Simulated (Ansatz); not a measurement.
Consider the formal exchange of groups at the Se–C bond: `N=COC[SeH]` + `[AlH2][CH2]Cl` → `Cl[CH2][AlH][SeH]` + `COC=N`.

Calculated with Ansatz (gas phase, PBE0-D4/def2-TZVP geometries, no zero-point term in ΔE). CCSD(T)/CBS adds triple-zeta CCSD(T) − MP2 to the extrapolated MP2 energy (def2 sets, frozen cores). DFT in def2-TZVPP. For Se outer-core shells are correlated without core-valence functions, which leaves a few kJ/mol of doubt a bond. Scalar relativity is left out up to krypton. One conformer a species, not always the lowest.

`N=COC[SeH]`:

```xyz
10

N    -1.772   -1.191   -0.103
C    -0.649   -1.358    0.437
O     0.406   -0.521    0.537
C     0.263    0.751   -0.056
Se    1.846    1.821    0.250
H    -1.890   -0.275   -0.529
H    -0.401   -2.298    0.927
H     0.090    0.663   -1.131
H    -0.561    1.307    0.399
H     2.667    1.101   -0.731
```

`[AlH2][CH2]Cl`:

Cartesian coordinates in Å:
```
Al -0.834 -0.715 -0.227
C 0.708 0.474 0.066
Cl 0.392 1.666 1.366
H -2.138 -0.580 0.655
H -0.703 -1.803 -1.377
H 0.968 1.038 -0.833
H 1.607 -0.081 0.349
```

`Cl[CH2][AlH][SeH]`:

```xyz
8

Cl    0.649   -1.632    1.124
C    -0.741   -0.657    0.564
Al   -0.228    0.845   -0.605
Se    1.985    1.222   -1.109
H    -1.262   -0.302    1.457
H    -1.426   -1.340    0.054
H    -1.337    1.802   -1.203
H     2.360    0.062   -0.283
```

`COC=N`:

Z-matrix (Å, degrees):
```
C
O 1 1.422
H 1 1.088 2 105.8
H 1 1.092 2 110.6 3 119.9
H 1 1.092 2 110.6 3 -119.9
C 2 1.331 1 115.7 3 -180.0
N 6 1.261 2 123.4 1 -0.0
H 6 1.093 2 109.6 1 180.0
H 7 1.014 6 110.5 2 180.0
```

Is it downhill or uphill in electronic energy at CCSD(T)/CBS, and by how much? (Estimate.)

Computed: Downhill: ΔE = -2.08 eV.

What do these levels give: B2PLYP, r2SCAN, PBE0, SCS-MP2/def2-TZVPP, CCSD/def2-TZVPP, CCSD(T)/def2-TZVPP? (An estimate is asked.)

Computed: B2PLYP -2.05, r2SCAN -2.11, PBE0 -2.08, SCS-MP2/def2-TZVPP -2.02, CCSD/def2-TZVPP -2.03, CCSD(T)/def2-TZVPP -2.02 eV.

Largest T1 diagnostic among the species: 0.014.

From PBE to PBE0 (25 % exact exchange), in def2-TZVPP and without D4, ΔE moves by −0.06 eV.
